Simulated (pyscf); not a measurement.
## HO–GaH–OH (SMILES [OH][GaH][OH]), singlet

Gas-phase minimum from PySCF at ωB97X-D3(BJ)/def2-SVP, one conformer. 

```
Ga
O 1 1.7764
H 2 0.9641 1 113.80
O 1 1.7846 2 113.21 3 0.13
H 4 0.9628 1 115.73 2 179.63
H 1 1.5480 2 121.03 3 -179.85
```
Charge 0, spin multiplicity 1.

Properties at ωB97X-D3(BJ)/def2-SVP:

```yaml
harmonic_wavenumbers_unscaled: 198, 346, 387, 511, 598, 712, 741, 790, 826, 2078, 3911, 3927 cm⁻¹
zero_point_energy: 21.5 kcal/mol
rotational_symmetry_number: 1
Entropy of this conformer at 298 K and 1 atm, rigid rotor and harmonic oscillator, modes under 100 cm⁻¹ raised to 100: 293.2 J/(mol K)
dipole_moment: 1.75 D
```

Single-point totals, which compare only within one level (frozen core for MP2 and CC):

```
level                   total energy (hartree)
----------------------  ----------------------
ωB97X-D3(BJ)/def2-TZVP             -2077.21599
PBE/def2-TZVP                      -2076.77724
r²SCAN/def2-TZVP                   -2077.14689
B3LYP-D3(BJ)/def2-TZVP             -2077.28813
PBE0-D3(BJ)/def2-TZVP              -2076.81591
M06-2X/def2-TZVP                   -2077.16945
ωB97M-D3(BJ)/def2-TZVP             -2077.28836
HF/def2-TZVPP                      -2074.84960
MP2/def2-TZVPP                     -2075.56909
CCSD/def2-TZVPP                    -2075.56943
CCSD(T)/def2-TZVPP                 -2075.59609
```

Soft torsions are taken as harmonic, which can shift the entropy by several J/(mol K). The CCSD(T) − MP2 part came from Ansatz, without density fitting, on the same reference. The frozen core leaves the outer d or s,p core shells of the metals and heavy elements correlated in the MP2 and CC values, and def2-TZVPP describes them poorly, so these totals are far from the basis limit. Elements up to Kr have no core potential and no relativistic terms here.
